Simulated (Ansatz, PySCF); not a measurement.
Spectroscopic constants of YN, closed-shell singlet (lowest of 2S+1 = 1, 3, 5, 7 at CCSD(T)/def2-TZVPP on PBE0 minima; our sources give no spin for the ground state, which may be another). No spin–orbit coupling. The T1 diagnostic near the minimum is 0.063, so single-reference values are doubtful.

The constants come from a fifth-degree fit in 1/R (seven points, main isotopes). In def2 and cc sets the state is the lowest found near the PBE0 minimum, followed along R. The singlet is held restricted. HF and MP2 rows in def2 and cc sets belong to the determinant that coupled cluster picked by its CCSD energy.

Rows in LANL2DZ carry no dispersion term and start afresh at each structure. LANL2DZ brings its own core potentials from Na on.

The values were computed with Ansatz (a program for electronic structure); PySCF for LANL2DZ rows. Values without a source in brackets are computed. In def2 rows elements past Kr take small-core potentials, without spin–orbit coupling.

| level | r_e (Å) | ω_e (cm⁻¹) | ω_e x_e (cm⁻¹) | dipole (D) |
|---|---|---|---|---|
| HF/def2-QZVPP | 1.722 | 946 | 3.0 | - |
| PBE/def2-TZVPP | 1.809 | 796 | 1.2 | 6.27 |
| BP86/LANL2DZ | 1.844 | 808 | 1.8 | 6.34 |
| B3LYP/LANL2DZ | 1.822 | [?] | 2.2 | 7.42 |
| PBE0/def2-TZVPP | 1.768 | 866 | 2.5 | 7.39 |
| BHLYP/def2-TZVPP | 1.752 | 899 | 3.8 | 8.31 |
| CAM-B3LYP/def2-TZVPP | 1.756 | 892 | 5.0 | 8.22 |
| wB97X-V/def2-TZVPP | [?] | [?] | 4.4 | 8.57 |

Complete the blanks.


- wB97X-V/def2-TZVPP, r_e (Å): 1.744
- wB97X-V/def2-TZVPP, ω_e (cm⁻¹): 934
- B3LYP/LANL2DZ, ω_e (cm⁻¹): 827

Doubts at one or more of the structures used: a restricted determinant that unrestricted orbitals would lower (HF/def2-QZVPP).
